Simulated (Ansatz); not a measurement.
Ansatz results at the PBE0-D4/def2-TZVP geometry: HOMO–LUMO gap (ωB97M-V/def2-TZVPP) 11.60 eV; HOMO energy (PBE0/def2-TZVPP) -8.88 eV; LUMO energy (PBE0/def2-TZVPP) -1.60 eV.

**Question.** Which molecule gave them?
A. `C[NH][Sn]([F])([F])[F]`
B. `N#[C][Sn]([C]#N)([C]#N)[C]#N`
C. `[NH2][Sn]([F])([F])[F]`
D. `C#[C][Sn]([Cl])([Cl])[C]#C`

**Answer.** D. The others give `N#[C][Sn]([C]#N)([C]#N)[C]#N`: 12.93, -11.21, -2.68; `[NH2][Sn]([F])([F])[F]`: 11.16, -9.13, -2.43; `C[NH][Sn]([F])([F])[F]`: 10.22, -8.10, -2.31.
